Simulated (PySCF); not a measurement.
A structure optimised at PBE0-D3(BJ)/def2-SVP, used in a PySCF frequency run:

```xyz
8

F      0.6185    -1.9631     0.0000
C     -0.6350    -1.5538     0.0000
C     -0.9894    -0.2654     0.0000
B     -0.0045     0.9232     0.0000
F      1.3061     0.7727     0.0000
F     -0.4612     2.1649     0.0000
H     -1.3359    -2.3969     0.0000
H     -2.0656    -0.0743     0.0000
```
Charge 0, spin multiplicity 1.

### Question
Write its SMILES, formula and point group.

### Answer
F/C=C\B(F)F, C₂H₂BF₃, Cs

### Question
What are its rotational constants (standard atomic weights)?

### Answer
7.6542, 2.3139, 1.7767 GHz
